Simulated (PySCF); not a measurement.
C₉H₇NS, SMILES c1ncc(s1)-c1ccccc1. Atoms are numbered in the order given.

```xyz
18

C     -3.4279     0.4203    -0.4829
C     -3.0067    -0.3253     0.6179
C     -1.6505    -0.5111     0.8639
C     -0.6843     0.0576     0.0181
C      0.7402    -0.1261     0.2979
C      1.3626    -0.3987     1.4969
N      2.7174    -0.5188     1.4632
C      3.1650    -0.3438     0.2584
S      1.9550    -0.0209    -0.9331
C     -1.1212     0.8053    -1.0864
C     -2.4786     0.9814    -1.3356
H     -4.4936     0.5603    -0.6774
H     -3.7426    -0.7778     1.2868
H     -1.3327    -1.1218     1.7114
H      0.8368    -0.4953     2.4484
H      4.2202    -0.3914    -0.0207
H     -0.3846     1.2660    -1.7499
H     -2.7967     1.5682    -2.2004
```
Charge 0, spin multiplicity 1.

Coordinates come from a PBE0-D3(BJ)/def2-SVP optimisation. Other conformers were not sampled.

Method: PBE0/def2-SVP run with PySCF.

The molecule is in vacuum.

| Item | Result |
|---|---|
| total energy | -799.08940 hartree |
| highest occupied level | -6.59 eV |
| lowest empty level | -1.40 eV |
| orbital gap | 5.19 eV |
| dipole moment | 0.387 e·Å |
| quadrupole, principal values (traceless, Buckingham form, about the centre of nuclear charge) | -10.04, -3.27, 13.30 D·Å |
| mean static polarisability | 115.1 bohr³ (17.05 Å³) |
| polarisability, principal values | 53.3, 114.9, 177.0 bohr³ |
